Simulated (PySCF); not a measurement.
Spinor energies of Sb²⁺ (antimony, charge +2)

Start: [Kr] 4d10 5s2 5p1; 5p3/2 filled at m_j = +3/2. Calculated with PySCF 2.14 in x2c-TZVPall-2c with one added diffuse shell each of s, p, d, f type (9s10p6d3f, 90 functions): generalised Hartree-Fock with the X2C-1e Hamiltonian and a Gaussian nucleus; one run each with spin-orbit coupling (SO) switched off, then screened by Boettger's factors. This is a chosen level, not necessarily the ground level.

```
spinor shell  electrons  ε, spin-free (eV)  ε, screened SO (eV)  weight of nominal j (screened SO)  rms radius, screened SO (bohr)
       1s1/2          2           -30662.9             -30660.0                              1.000                          0.0325
       2s1/2          2            -4777.0              -4776.2                              1.000                           0.133
       2p1/2          2            -4283.4              -4458.3                              1.000                           0.115
       2p3/2          4            -4283.4              -4204.0                              1.000                           0.120
       3s1/2          2            -992.24              -992.11                              1.000                           0.352
       3p1/2          2            -827.38              -860.70                              1.000                           0.345
       3d3/2          4            -576.48              -582.36                              1.000                           0.329
       3d5/2          6            -576.48              -572.51                              1.000                           0.332
       4s1/2          2            -194.85              -194.90                              1.000                           0.843
       4p1/2          2            -141.88              -148.12                              1.000                           0.894
       4p3/2          4            -141.88              -139.17                              1.000                           0.922
       4d3/2          4            -62.529              -63.398                              0.993                            1.10
       4d5/2          6            -62.529              -62.076                              0.996                            1.11
       5s1/2          2            -32.878              -32.921                              0.999                            2.27
       5p3/2          1            -24.253              -23.992                              1.000                            2.73
```

Q: Where does 3p3/2 lie, and what is the 3p spin-orbit splitting (screened SO)?

A: At -812.29 eV, 48.410 eV above 3p1/2.

| quantity | spin-free | screened SO |
| --- | --- | --- |
| E (hartree) | -6476.25572 | -6477.90674 |
| M_J | 3/2 | 3/2 |
| ⟨J²⟩ | 3.759 | 3.759 |
| ⟨L²⟩ | 2.006 | 2.025 |
| ⟨S²⟩ | 0.752 | 0.771 |

Each row is a mean over spinors that exchange with the open shell spreads, by up to 2.294 eV (5s1/2).

Breit and QED terms are absent; they matter most for the inner s and p1/2 levels.

Densities and radii are taken from the X2C orbitals without a picture-change correction, which distorts them close to the nucleus.

Without spin-orbit coupling the j labels of p, d and f shells carry no meaning; the spin-free column gives the mean over the occupied spinors of each nl shell.
